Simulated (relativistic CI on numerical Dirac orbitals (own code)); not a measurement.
**Crystal-field levels of Ru2+, 4d6**

Calculated by Dirac-Coulomb-Breit CI, separate exchange-only KLI orbitals for each configuration, model QED, valence Slater integrals scaled by 0.9, one configuration in a parametric crystal field (own radial code). With so little scaling, terms lie 10 to 35 % too far apart, which can change the order of excited levels.

Field parameters in Wybourne normalisation: Oh B⁴₀ = 21Dq, B⁴₄ = √(5/14) B⁴₀. The field is a parameter set, without covalency.

S is read from ⟨S²⟩ = S(S + 1).

Levels (cm⁻¹, degeneracy): 0 (1), 5517 (3), 5565 (2), 5728 (3), 6078 (1), 6199 (3), 6346 (3), 8030 (2), 8431 (3), 9258 (3), 10029 (1), 11933 (3).

(1) Which field gives this pattern?
A. Oh, 10Dq = 19800 cm⁻¹
B. Oh, 10Dq = 4700 cm⁻¹
C. Oh, 10Dq = 16000 cm⁻¹
D. Oh, 10Dq = 31100 cm⁻¹

Answers

(1) C. Oh, 10Dq = 16000 cm⁻¹, ground level with S = 0.15.
